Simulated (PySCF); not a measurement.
SMILES C#C[SiH2][SiH2]C=O, GFN2-xTB optimised geometry.

```
12

C      4.60    -1.02     2.37
C      3.48    -0.60     2.32
Si     1.75     0.06     2.22
Si     1.08     0.02     0.00
C     -0.83     0.02     0.00
O     -1.50     1.03     0.00
H      5.59    -1.40     2.42
H      0.94    -0.81     3.10
H      1.78     1.40     2.81
H      1.46    -1.19    -0.74
H      1.50     1.19    -0.78
H     -1.35    -0.96     0.05
```

Density from PBE/def2-TZVP in PySCF at that geometry.

Minimum of the electron density along straight lines between bonded atoms, close to the bond critical point (lines longer than 1.1 times the sum of covalent radii, or with two minima, are not listed):

```
bond     length / Å  ρ at the minimum / e bohr⁻³  ∇²ρ there / e bohr⁻⁵  position (fraction from the first atom)
-------  ----------  ---------------------------  --------------------  ---------------------------------------
C1–C2         1.203                        0.422                 -1.28                                     0.52
C2–Si3        1.850                        0.114                  0.27                                     0.61
Si3–Si4       2.323                        0.093                 -0.16                                     0.50
Si4–C5        1.911                        0.115                  0.14                                     0.39
C5–O6         1.206                        0.419                  0.00                                     0.34
C1–H7         1.053                        0.297                 -1.11                                     0.66
Si3–H8        1.472                        0.123                  0.16                                     0.50
Si3–H9        1.469                        0.123                  0.16                                     0.50
Si4–H10       1.468                        0.122                  0.17                                     0.50
Si4–H11       1.463                        0.124                  0.17                                     0.50
C5–H12        1.114                        0.271                 -0.91                                     0.65
```
